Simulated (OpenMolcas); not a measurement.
## Cr2+: moving the ligands

Cr2+ with 6 ligands (fluoride) in trigonal antiprismatic coordination (D3d) at 2.11 Å, a polar angle of 59.1° against the regular 54.74°. A charge of +0.667 e stands 2.4 Å behind each ligand. Ligand basis ANO-RCC-VDZP.
```
Cr    0.0000    0.0000    0.0000
F     0.0000    1.8108    1.0831
F    -1.5682   -0.9054    1.0831
F     1.5682   -0.9054    1.0831
F     0.0000   -1.8108   -1.0831
F     1.5682    0.9054   -1.0831
F    -1.5682    0.9054   -1.0831
```

| Quantity | Value |
| --- | --- |
| Program | OpenMolcas 26.06 |
| Method | SS-CASPT2, IPEA 0.25 Eh, imaginary shift 0.1 Eh (closed shells correlated: 3s 3p and the ligand valence shells) |
| Basis | ANO-RCC-VTZP [6s5p3d2f1g] |
| Scalar Hamiltonian | DKH2, point nucleus |
| Active space | 4 electrons in 5 orbitals (3d) |
| State averaging | 2S+1 = 5 even, 5 roots; 2S+1 = 3 even, 45 roots; 2S+1 = 1 even, 50 roots |
| Spin-orbit coupling | RASSI with atomic mean-field integrals over the reference wave functions |

Runs around this geometry, states (labels of D3, the rotations of D3d). Energies in cm-1 above the lowest state or level, χT in cm3 K/mol.

```
R (Å)  Polar angle / regular  Ground state  First state of that spin  First gap with spin-orbit (degeneracies)  χT at 300 K  First state of another spin
 1.99                   1.08            5E                  5E 11200                                  0 (1, 1)        2.945                     3A2 8670
 2.11                   1.08            5E                   5E 8080                                  0 (1, 1)        2.926                    3A2 11740
 2.23                   1.08            5E                   5E 5870                                  0 (1, 1)        2.899                    3A2 13850
 2.11                  1.134            5E                   5E 8140                                  0 (1, 1)        2.868                    3A2 11500
```

Taking the first state of the same spin as R^-n, n = -ln(5870 / 11200) / ln(2.23 / 1.99) = 5.7 between the shortest and longest distance.

Roots that are degenerate in the reference are averaged as groups; the widest CASPT2 spread within a group is 180 cm-1 (the 2-fold group of multiplicity 1 near 53200 cm-1 above the lowest state of its run, R = 2.23, ratio = 1.08). Shifts and gaps below about the spread of the groups concerned are not significant. Over all roots computed the reference weight is 0.70 to 0.71 in R = 1.99 in ratio = 1.08, 0.70 to 0.71 in R = 2.11 in ratio = 1.08, 0.70 to 0.71 in R = 2.23 in ratio = 1.08, 0.70 to 0.71 in R = 2.11 in ratio = 1.134; a low but even weight reflects the number of correlated electrons. An orbital doublet at a regular site is open to a Jahn-Teller distortion, which this geometry leaves out. Ligand-to-metal charge-transfer states are missing. With no ligand orbital active B as a rule stays too high, so bands that hang on it stand too high and its fall with covalency is understated. With one d shell and no ligand orbital active, 10Dq can be off by tens of per cent for divalent 3d ions, low with halides held by bare charges and at times high in hosts. Free-ion shares, where given, are those of the reference states; single-state CASPT2 does not remix them. This shell can be high or low spin here, a state of another spin lies low, and with metal d orbitals alone active their balance is uncertain, so the ground spin may be wrong (holds for R = 1.99, ratio = 1.08). No measured value stands beside these numbers; the geometry was imposed, not optimised, and the real ion may take another.
